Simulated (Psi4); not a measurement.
## BNH2Br2 (SMILES NB(Br)Br): name the method

The species is BNH2Br2 (6 atoms), meant as a singlet with charge 0. SMILES: `NB(Br)Br`. The shape was relaxed beforehand at PBE0/def2-TZVP.

```xyz
6

N     0.6384    0.2158    0.5161
B    -0.3780   -0.0794   -0.3706
Br   -1.8950    1.0918   -0.5210
Br   -0.2791   -1.6638   -1.4552
H     1.4450   -0.3745    0.6267
H     0.6194    1.0321    1.1032
```

Orbital energies are those of the mean-field step.

A calculation with Psi4 1.11 gave:

```json
{
 "total energy": "-5226.2047 Eh",
 "HOMO energy": "-11.03 eV",
 "LUMO energy": "3.13 eV",
 "HOMO–LUMO gap": "14.16 eV"
}
```

Which of these levels gave the numbers?
A. wB97M-V/def2-TZVPP (density fitting)
B. PBE-D4/def2-TZVPP (density fitting)
C. PBE0-D4/def2-TZVP (density fitting)
D. CCSD(T)/def2-TZVPP (density fitting, density fitting for correlation)

D. The others give -5228.9605 Eh (wB97M-V/def2-TZVPP (density fitting)), -5228.4021 Eh (PBE-D4/def2-TZVPP (density fitting)), -5228.5877 Eh (PBE0-D4/def2-TZVP (density fitting)).
